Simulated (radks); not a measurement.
Co, configuration [Ar] 3d7 4s2. All-electron calculation, non-relativistic Kohn-Sham, LDA (Slater exchange, Perdew-Zunger correlation), spin-polarised, spherical densities, point nucleus; open shells are filled with parallel spins first. Program: a radial shooting solver on a logarithmic mesh with Libxc functionals.

Local quantities along the radius. ELF = 1/(1 + alpha^2) is the electron localisation function; alpha = (tau - tau_W)/tau_unif compares the Pauli kinetic energy density with that of the uniform gas (summed over spins); -r V(r) is the screened charge that the Kohn-Sham potential of spin up presents (atomic units).

| r (bohr) | ELF | alpha | -r V(r) |
|---|---|---|---|
| 0.002787 | 1.000 | 0.01576 | 26.72 |
| 0.003193 | 1.000 | 0.01623 | 26.68 |
| 0.003659 | 1.000 | 0.01679 | 26.64 |
| 0.004192 | 1.000 | 0.01745 | 26.58 |
| 0.004802 | 1.000 | 0.01824 | 26.52 |
| 0.005546 | 1.000 | 0.01926 | 26.45 |
| 0.006354 | 1.000 | 0.02043 | 26.36 |
| 0.00728 | 1.000 | 0.02186 | 26.27 |
| 0.00834 | 0.999 | 0.02362 | 26.16 |
| 0.009555 | 0.999 | 0.02582 | 26.04 |
| 0.01095 | 0.999 | 0.02860 | 25.91 |
| 0.01254 | 0.999 | 0.03216 | 25.75 |
| 0.01437 | 0.999 | 0.03679 | 25.57 |
| 0.01646 | 0.998 | 0.04292 | 25.36 |
| 0.01886 | 0.997 | 0.05121 | 25.13 |
| 0.02161 | 0.996 | 0.06269 | 24.88 |
| 0.02476 | 0.994 | 0.07897 | 24.58 |
| 0.02836 | 0.990 | 0.1027 | 24.26 |
| 0.03249 | 0.981 | 0.1383 | 23.90 |
| 0.03723 | 0.964 | 0.1930 | 23.50 |
| 0.04265 | 0.928 | 0.2791 | 23.06 |
| 0.04926 | 0.847 | 0.4257 | 22.55 |
| 0.05643 | 0.708 | 0.6425 | 22.02 |
| 0.06466 | 0.525 | 0.9503 | 21.44 |
| 0.07408 | 0.369 | 1.307 | 20.81 |
| 0.08487 | 0.289 | 1.568 | 20.13 |
| 0.09723 | 0.291 | 1.562 | 19.40 |
| 0.1114 | 0.371 | 1.301 | 18.63 |
| 0.1276 | 0.515 | 0.9712 | 17.80 |
| 0.1462 | 0.664 | 0.7120 | 16.94 |
| 0.1675 | 0.766 | 0.5530 | 16.03 |
| 0.1919 | 0.814 | 0.4785 | 15.09 |
| 0.2199 | 0.813 | 0.4803 | 14.12 |
| 0.2519 | 0.746 | 0.5833 | 13.14 |
| 0.2886 | 0.569 | 0.8705 | 12.14 |
| 0.3307 | 0.324 | 1.446 | 11.13 |
| 0.3788 | 0.192 | 2.052 | 10.11 |
| 0.4375 | 0.218 | 1.895 | 9.035 |
| 0.5012 | 0.393 | 1.242 | 8.029 |
| 0.5743 | 0.615 | 0.7908 | 7.033 |
| 0.6579 | 0.741 | 0.5913 | 6.066 |
| 0.7538 | 0.780 | 0.5318 | 5.160 |
| 0.8636 | 0.763 | 0.5569 | 4.343 |
| 0.9894 | 0.697 | 0.6598 | 3.631 |
| 1.134 | 0.573 | 0.8631 | 3.028 |
| 1.299 | 0.410 | 1.201 | 2.523 |
| 1.488 | 0.268 | 1.654 | 2.104 |
| 1.705 | 0.194 | 2.037 | 1.760 |
| 1.953 | 0.190 | 2.066 | 1.481 |
| 2.237 | 0.250 | 1.734 | 1.256 |
| 2.563 | 0.370 | 1.304 | 1.075 |
| 2.937 | 0.521 | 0.9593 | 0.9264 |
| 3.365 | 0.652 | 0.7301 | 0.8013 |
| 3.886 | 0.745 | 0.5858 | 0.6864 |
| 4.452 | 0.790 | 0.5156 | 0.5875 |
| 5.1 | 0.803 | 0.4959 | 0.4935 |
| 5.843 | 0.783 | 0.5264 | 0.4022 |
| 6.695 | 0.720 | 0.6229 | 0.3144 |
| 7.67 | 0.592 | 0.8305 | 0.2330 |
| 8.787 | 0.386 | 1.261 | 0.1619 |
| 10.07 | 0.170 | 2.207 | 0.1042 |

On this mesh the ELF has minima near r = 0.085, 0.38, 2.0 bohr, which separate the shells, and maxima near 0.19 (0.81), 0.75 (0.78), 5.1 (0.80).
